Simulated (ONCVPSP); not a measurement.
Cd (Z = 48), ONCV: configuration errors across variants

Cd (Z = 48), optimised norm-conserving Vanderbilt (ONCV), made with ONCVPSP 4.0.1 (PBE, fully relativistic). Core [Ar] 3d10, reference 4s2 4p6 4d10 5s1 (charge +1). Waves: 4s+5s: rc 1.25 bohr, ncon 4, nbas 7, qcut 10.7 1/bohr, 2 projectors; 4p: rc 1.50 bohr, ncon 4, nbas 8, qcut 11.2 1/bohr, 2 projectors, debl 3.9 Ha; 4d: rc 1.25 bohr, ncon 3, nbas 6, qcut 8.1 1/bohr, local. Local part: the d channel. Core correction: Teter function, parameters optimised by the program.

Open shells are filled in proportion to 2j + 1.

All-electron excitation energies from the reference (eV): (1) 4s2 4p6 4d10 5s2 -9.274; (2) 4s2 4p6 4d10 5s0 17.127; (3) 4s2 4p6 4d9 5s0 55.134; (4) 4s2 4p6 4d9 5s2 8.701.

A true bound ghost makes a file unfit for plane-wave use even where its test errors are small: the radial tests pick states by their node count and pass the ghost by.

The file “base” misses its own reference levels by 0.4 eV. The file “all radii but the core radius scaled by about 1.27 (s 1.58, p 1.90, d 1.58 bohr)” misses its own reference levels by 0.4 eV. The file “p: debl 5.5” misses its own reference levels by 0.4 eV. The file “p: ncon 3, nbas 7” misses its own reference levels by 0.4 eV.

Errors AE − PS in meV (a dash: test not solved or not reliable):

| change | (1) | (2) | (3) | (4) | bound ghosts | GHOST(+) flags above zero |
| --- | --- | --- | --- | --- | --- | --- |
| base | -40 | -91 | -302 | -44 | s | none |
| all radii but the core radius scaled by about 1.27 (s 1.58, p 1.90, d 1.58 bohr) | -39 | -89 | -307 | -45 | none | s, p3/2 |
| p: debl 5.5 | -40 | -91 | -302 | -44 | s | none |
| p: ncon 3, nbas 7 | -41 | -92 | -305 | -44 | s | none |

Problem. Give the same row for: d: rc 1.1.

Solution. -41, -92, -302, -43; bound ghosts: none; GHOST(+) flags above zero: s.
